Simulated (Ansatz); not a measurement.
Reaction (ligand exchange at the Si–O bond): `[SiH3]O[Si]Br` + `N#CO` → `N#CO[SiH3]` + `O[Si]Br`

Computed with Ansatz on PBE0-D4/def2-TZVP structures; ΔE is electronic, products minus reactants. CCSD(T)/CBS is the MP2 limit (def2-TZVPP, def2-QZVPP) plus CCSD(T) − MP2 in def2-TZVPP, frozen cores. This one scheme is used for every species. DFT in def2-TZVPP. For Br outer-core shells are correlated without core-valence functions, which leaves a few kJ/mol of doubt a bond. Scalar relativity is left out up to krypton. One conformer a species, not always the lowest.

`[SiH3]O[Si]Br`:

Cartesian coordinates in Å:
```
Si -0.627 -0.700 0.034
O 0.995 -0.373 -0.136
Si 2.099 0.819 -0.198
Br 0.789 2.683 0.056
H -1.104 -0.179 1.336
H -1.378 -0.077 -1.081
H -0.774 -2.174 -0.011
```

`N#CO`:

```xyz
4

N    -0.620   -0.760    1.285
C    -0.245   -0.306    0.294
O     0.138    0.154   -0.849
H     0.726    0.912   -0.729
```

`N#CO[SiH3]`:

```xyz
7

N     0.360    1.563    2.213
C     0.104    1.249    1.132
O    -0.188    0.931   -0.070
Si   -0.084   -0.646   -0.692
H    -0.506   -0.486   -2.095
H     1.317   -1.101   -0.569
H    -1.002   -1.510    0.081
```

`O[Si]Br`:

```xyz
4

O    -0.239   -0.929   -0.566
Si   -0.808    0.603   -0.511
Br    0.555    1.528    1.079
H     0.492   -1.202   -0.002
```

```csv
level,ΔE (kJ/mol)
PBE0-D4,7.0
CAM-B3LYP,2.3
```

Task: What does CCSD(T)/CBS give? (Best estimate.)

Result: Computed: +6.9 kJ/mol. The listed levels differ from it by 0.1, -4.6 kJ/mol.

Task: What do rigid-rotor, harmonic-oscillator terms from PBE0-D4/def2-TZVP frequencies (298.15 K, 1 bar) make of the CCSD(T)/CBS value? (Best estimate.)

Result: The calculation gave: ΔZPE = +0.8 kJ/mol, ΔH = +6.3 kJ/mol, ΔS = 0 J/(mol·K), ΔG = +6.3 kJ/mol.

Largest T1 diagnostic among the species: 0.014.

From BLYP to BHLYP (50 % exact exchange), in def2-TZVPP and without D4, ΔE moves by +3.7 kJ/mol. Leaving LDA and LC-ωPBE aside and taking each functional with its dispersion term where it has one, the values, not all of them listed here, spread over 6.7 kJ/mol, from B2PLYP to BHLYP-D4. The D4 term adds +6.0 kJ/mol with B3LYP and +3.2 kJ/mol with PBE0; it sums over pairs of atoms, weighted by their polarisabilities, and B3LYP, whose exchange is more repulsive, gets the larger term.

B3LYP here is the variant with VWN-RPA as its local correlation; programs differ in this.
